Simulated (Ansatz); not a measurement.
Reactions of `C[Se][AlH][Br]`.

Isolated molecules relaxed with PBE0-D4/def2-TZVP in Ansatz; ΔE leaves out vibrations. CBS: MP2 limit from def2 TZ/QZ plus the TZ coupled-cluster correction, frozen cores. This one scheme is used for every species, atoms too. For atomizations the MP2-based limit and the directly extrapolated one differ by several kJ/mol either way, and by 10 to 25 for some Ge, Se and Sn compounds, so smaller differences from it don't rank the levels. Open shells (•) are unrestricted, without spin–orbit coupling. Spin–orbit coupling would lower the free atoms: a little for Al, C; clearly for Br, Se. Bonds to Br, Se are less sure, by a few kJ/mol each and by 10 to 20 or more in all where they break to atoms, as the def2 sets lack core-valence functions. Scalar relativity is left out up to krypton. One conformer a species, not always the lowest.

(1) Order these by ΔE at CCSD(T)/CBS, lowest first. (Best estimate.)
A. `C[Se][AlH][Br]` + H₂O → `C[Se][AlH][OH]` + HBr
B. `C[Se][AlH][Br]` + H–F → `C[Se][AlH][F]` + HBr
C. `C[Se][AlH][Br]` + `BS` → `C[Se][AlH][BH]S` + HBr
D. `C[Se][AlH][Br]` + HBr → `[Br][AlH][Br]` + `C[SeH]`
E. `C[Se][AlH][Br]` + SiH₄ → `[SiH3][AlH][Br]` + `C[SeH]`
F. `C[Se][AlH][Br]` + H₂ → `C[Se][AlH2]` + HBr
G. `C[Se][AlH][Br]` → Al• + Br• + C• + 4 H• + Se•
H. `C[Se][AlH][Br]` + `N[SiH3]` → `C[Se][SiH2]N` + `[AlH2][Br]`

Largest T1 diagnostic: 0.018, for Al•.

Answers

(1) D (-9.5 kcal/mol), B (-3.1 kcal/mol), A (+8.4 kcal/mol), H (+12.5 kcal/mol), E (+28.5 kcal/mol), F (+36.3 kcal/mol), C (+44.2 kcal/mol), G (+611.7 kcal/mol).
